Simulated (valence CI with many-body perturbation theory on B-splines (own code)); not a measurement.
**La XXXVII: calculated level list**

Level of theory: relativistic CI+MBPT: three valence electrons over a frozen Dirac-Fock core [Ar], radial functions for each j: 7 s, 7 p, 8 d, 6 f, 4 g, 1 h, with the one-electron correlation potential Σ1 (screened to all orders), the two-electron term Σ2, the three-electron term Σ3, Breit, model QED; selected single and double excitations, second order for the rest, scaled by the run's own slope (own B-spline code, finite nucleus).

No measured spectrum was set against this ion. As an estimate, large intervals hold to a few tenths of a per cent, small ones and those within an open d or f shell to about a per cent. Only levels of the ground parity were solved; by the run's estimate the other parity begins above the list, which can be wrong where configurations are misplaced.

Levels 1 to 19 of 19, with energies above the lowest level, (3d3/2^3) J=3/2. "Leading %" is the weight of the configuration and term that name the level; weights of strongly mixed levels are sums over their largest components and can fall short, so below about 35 % the name and the second component can differ from the true leading terms, or belong to a minority configuration. In the jj column 3d3/2^4 stands for four electrons in 3d with j = 3/2.

```csv
No.,Configuration,Term,J,E (eV),Leading %,g,Second component,Leading jj
1,3d3,4F,3/2,0.000,60,0.619,30 % 3d3 2D,3d3/2^3 (92 %)
2,3d3,4F,5/2,15.365,88,1.043,10 % 3d3 2D,3d3/2^2 3d5/2 (96 %)
3,3d3,4P,3/2,20.847,41,1.249,31 % 3d3 2P,3d3/2^2 3d5/2 (94 %)
4,3d3,4F,7/2,21.574,53,1.092,38 % 3d3 2G,3d3/2^2 3d5/2 (86 %)
5,3d3,2G,9/2,22.985,43,1.085,34 % 3d3 2H,3d3/2^2 3d5/2 (94 %)
6,3d3,4P,1/2,24.090,63,1.917,37 % 3d3 2P,3d3/2^2 3d5/2 (99 %)
7,3d3,4P,5/2,36.415,68,1.427,21 % 3d3 2D,3d3/2^2 3d5/2 (68 %)
8,3d3,2G,7/2,37.932,52,1.050,46 % 3d3 4F,3d3/2 3d5/2^2 (91 %)
9,3d3,4F,9/2,40.193,53,1.130,46 % 3d3 2H,3d3/2 3d5/2^2 (88 %)
10,3d3,4P,3/2,43.937,42,1.147,41 % 3d3 2D,3d3/2 3d5/2^2 (98 %)
11,3d3,2P,1/2,45.820,63,1.408,37 % 3d3 4P,3d3/2 3d5/2^2 (99 %)
12,3d3,2H,11/2,47.470,100,1.085,,3d3/2 3d5/2^2 (100 %)
13,3d3,2D,5/2,49.678,78,1.158,11 % 3d3 2F,3d3/2 3d5/2^2 (69 %)
14,3d3,2F,5/2,52.330,56,1.080,23 % 3d3 2D,3d3/2 3d5/2^2 (91 %)
15,3d3,2F,7/2,54.511,88,1.110,11 % 3d3 2G,3d3/2 3d5/2^2 (95 %)
16,3d3,2G,9/2,61.857,56,1.121,25 % 3d3 4F,3d5/2^3 (93 %)
17,3d3,2P,3/2,62.970,47,1.122,40 % 3d3 2D,3d3/2 3d5/2^2 (51 %)
18,3d3,2D,3/2,75.400,84,0.898,11 % 3d3 2P,3d5/2^3 (52 %)
19,3d3,2D,5/2,80.365,68,1.149,22 % 3d3 2F,3d5/2^3 (87 %)
```

The ionisation energy to 3d2 3F_2 of the next ion comes out as 2473.8 eV (NIST: 2473 ± 5 eV (theoretical)). All 19 levels together are meant to be complete up to 83.579 eV.
